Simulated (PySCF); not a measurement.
Molecule: `CSc1ccsc1`, C5H6S2.

Atom-mapped SMILES (the numbers label the heavy atoms): `[CH3:1][S:2][c:3]1[cH:4][cH:5][s:6][cH:7]1`. Hydrogens are named by the atom that carries them.

Geometry PBE0-D3(BJ)/def2-SVP throughout; GIAO in PySCF 2.14.0 with density-fitted response routines, gas phase, one conformer, non-relativistic; equivalent atoms averaged; basis pcSseg-1.

For orientation, OPBE gives these shifts δ (against TMS, CS2 at the same level): C4 122.8, C7 107.1, C1 19.2, S6 215.8, S2 19.3, H(C5) 7.05, H(C4) 6.87, H(C7) 5.96, H(C1) 2.34 ppm.

A run gave: C4 127.8, C7 111.9, C1 19.7, S6 239.9, S2 30.9, H(C5) 6.97, H(C4) 6.80, H(C7) 5.83, H(C1) 2.35 ppm (shifts δ (against TMS, CS2 at the same level)).

**Question.** Which functional was used in that run?
A. B97-D
B. BP86
C. PBE0
D. WP04
E. BLYP

**Answer.** B. S2 tells them apart best: BP86 gives 30.9, B97-D gives 36.0, PBE0 gives 1.3, WP04 gives 39.9, BLYP gives 45.1 ppm.
